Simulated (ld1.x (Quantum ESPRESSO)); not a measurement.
Sn (Z = 50): excitation energies, all-electron against TM

Sn (Z = 50), norm-conserving Troullier–Martins (Kleinman–Bylander form), made with ld1.x (Quantum ESPRESSO) 7.5 (PBEsol, scalar-relativistic). Core [Kr] 4d10, reference 5s2 5p0 (charge +2). Waves: 5s (bound): rc 1.50 bohr; 5p (bound, empty): rc 2.25 bohr; 5d channel at 0.25 Ry: rc 2.35 bohr. Local part: all-electron potential smoothed inside 1.60 bohr (lloc = -2). Core correction: a·sin(br)/r model core inside 0.85 bohr.

Energies are relative to the spin-unpolarised reference configuration 5s2 5p0; without spin polarisation the order of configurations can differ from experiment. The frozen-core shift is the all-electron ΔE with the core orbitals held at their reference shape minus the fully relaxed ΔE.

```csv
valence configuration,charge,ΔE all-electron (eV),error AE − PS (meV),frozen-core shift (meV)
5s2 5p2,0,-20.869,-23,+64
5s2 5p1,+1,-13.972,-10,+27
5s1 5p0,+3,31.014,-89,+148
5s1 5p2,+1,-6.284,-17,+3.7
5s0 5p4,0,-6.622,-64,+9.1
5s1 5p3,0,-13.861,-25,+21
```

Task: What are ΔE and the potential's error for 5s2 5p1.5?

Result: ΔE = -18.244 eV all-electron; the error (AE − PS) is -18 meV.

Levels in the configuration 5s2 5p1:

```json
{"level": "5s", "all-electron (eV)": "-17.884", "pseudo (eV)": "-17.857"}
{"level": "5p", "all-electron (eV)": "-10.284", "pseudo (eV)": "-10.265"}
```

Note: ghost state, extra bound levels that the all-electron valence spectrum of the same l lacks: s at -15.6 eV. A true bound ghost makes a file unfit for plane-wave use.
